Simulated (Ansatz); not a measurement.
Program: Ansatz. Geometries: PBE0-D4/def2-TZVP. ΔE: electronic, gas phase. CBS: MP2 limit from def2 TZ/QZ plus the TZ coupled-cluster correction, frozen cores. This one scheme is used for every species. DFT in def2-TZVPP. For As, Se outer-core shells are correlated without core-valence functions, which leaves a few kJ/mol of doubt a bond. Scalar relativity is left out up to krypton.

`C[Se][AsH2]` + BH₃ → `B[AsH2]` + `C[SeH]`  (formal exchange of groups at the As–Se bond)

CCSD(T)/CBS gives +4.5 kJ/mol.

Problem. Another level gave +3.0 kJ/mol. Which?
A. LC-ωPBE/def2-TZVPP
B. LDA (SPW92)/def2-TZVPP
C. r2SCAN0-D4/def2-TZVPP
D. BHLYP-D4/def2-TZVPP

Solution. C. r2SCAN0-D4 3.0, BHLYP-D4 14.8, LDA (SPW92) -13.3, LC-ωPBE -2.9 kJ/mol.

Problem. What do rigid-rotor, harmonic-oscillator terms from PBE0-D4/def2-TZVP frequencies (298.15 K, 1 bar) make of the CCSD(T)/CBS value? (Best estimate.)

Solution. Ansatz gave: ΔZPE = +1.4 kJ/mol, ΔH = +3.1 kJ/mol, ΔS = 9 J/(mol·K), ΔG = +0.5 kJ/mol.

Largest T1 diagnostic among the species: 0.014.

At CCSD(T), def2-SVP lies −8.5 kJ/mol from the extrapolated value and def2-TZVPP −2.8 kJ/mol. Leaving LDA and LC-ωPBE aside and taking each functional with its dispersion term where it has one, the values, not all of them listed here, spread over 17.4 kJ/mol, from B97M-V to BHLYP-D4. LDA lies −12.0 kJ/mol from PBE without D4.
